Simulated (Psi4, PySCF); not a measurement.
PySCF was given this input:
```python
from pyscf import gto, scf, dft

mol = gto.M(
    atom='''
Li   -1.20662055   -0.71723209   -1.05828569
C     0.29200003    0.17356889    0.25610326
H     0.88001435   -0.55142896    0.87715171
H    -0.10349501    0.89346180    1.01926889
H     1.09134210    0.76825007   -0.25818308
''',
    basis='6-31g*',
    charge=-1,
    spin=1,
    verbose=4,
)

mf = dft.UKS(mol)
mf.xc = 'pbe'
mf.grids.atom_grid = (99, 590)
mf.grids.prune = None
mf.kernel()
```

Task: Convert this to an input for Psi4.

Result: This is not unique; one that fits is 
```
memory 2 GB

molecule {
-1 2
  Li   -1.20662055   -0.71723209   -1.05828569
  C     0.29200003    0.17356889    0.25610326
  H     0.88001435   -0.55142896    0.87715171
  H    -0.10349501    0.89346180    1.01926889
  H     1.09134210    0.76825007   -0.25818308
}

set basis 6-31g*
set reference uks
set scf_type pk
set puream true
set d_convergence 1e-8
set dft_radial_points 99
set dft_spherical_points 590

energy('pbe')
print_variables()
```

Both were run: PySCF gave -47.296780 Eh and Psi4 -47.296780 Eh, 0.000 mEh apart.
